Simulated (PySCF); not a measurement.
# Static response to an electric field

C5H5NO.
Geometry (GFN2-xTB, Å), atoms numbered from 1 in this order:
```xyz
12
C5H5NO angstrom
N      3.3100    0.0080    0.4097
C      2.1719   -0.0093    0.2716
C      0.7791   -0.0209    0.1006
C     -0.0601   -1.0437    0.2649
C     -1.4513   -0.5929   -0.0274
O     -1.3499    0.7784   -0.3774
C      0.0016    1.2004   -0.3180
H      0.1773   -2.0488    0.5583
H     -2.1094   -0.7039    0.8467
H     -1.8961   -1.1555   -0.8610
H      0.1065    2.0184    0.4081
H      0.3217    1.5692   -1.3022
```

Level: B3LYP/def2-SVPD (PySCF), static field, nuclei fixed, core orbitals frozen in the response. The polarisability tensor in these axes (au):

```
x   89.62  9.83  2.92
y    9.83 62.06 -3.13
z    2.92 -3.13 46.70
```

Task: Diagonalise the tensor; give its mean and Δα, where Δα² is half the sum of the squared differences of the eigenvalues.

Result: Principal values 45.51, 60.03 and 92.85 au; mean 66.13 au = 9.80 Å³ = 10.90 × 10⁻⁴⁰ C²·m²/J; Δα = 42.00 au (64 % of the mean).

Task: What is the dipole moment, and where does it point?

Result: (-3.04, -1.26, -0.05) D, 3.29 D in size, pointing from the negative to the positive side. Measured along this direction, the outermost atoms are N1 at the negative end and H10 and H9 at the positive end.

Task: Sum over states: ᾱ = Σ f/ω², ω in Eh. What share falls to these 8 lowest TDDFT singlets (eV, f)? 4.78, 0.0612; 6.15, 0.0000; 6.29, 0.2457; 6.47, 0.0111; 6.53, 0.0001; 7.26, 0.0014; 7.36, 0.0006; 7.36, 0.0059.

Result: They add up to 6.89 au, 10.4 % of the 66.13 au; the largest single term is 4.60 au, from the state at 6.29 eV. Terms in order: 1.99, 0.00, 4.60, 0.20, 0.00, 0.02, 0.01, 0.08 au. Higher excitations give the rest. The strengths listed sum to 0.326.

Task: Find the Langevin capture rate constant for O2+ (31.990 u) meeting this molecule (95.037 u), k = 2.342 × 10⁻⁹ cm³/s × √(α in Å³ / reduced mass in u).

Result: The reduced mass is 23.93 u, so k = 1.50 × 10⁻⁹ cm³/s. The formula leaves out the permanent dipole, which adds to the capture rate.

Task: In a dilute gas of rigid molecules at 250 K, how does the orientational term μ²/3kT compare with the electronic polarisability?

Result: In Gaussian units μ²/3kT = 104.28 Å³ against 9.80 Å³, a ratio of 10.64; the Debye molar polarisation (4π/3)N_A(α + μ²/3kT) is 287.8 cm³/mol, leaving out the vibrational part.

Task: Molar refractivity from α?

Result: Lorentz–Lorenz: R = (4π/3)N_A α = 2.5225 cm³/(mol·Å³) × 9.80 Å³ = 24.7 cm³/mol, in the limit of long wavelengths.

Isolated species at its GFN2-xTB geometry, gas phase.

The run behind these numbers computed excited states as well. Hardware: one thread, Arm Neoverse N1 (aarch64) (shared host). Cost: 39 s, 0.82 GiB resident at most.
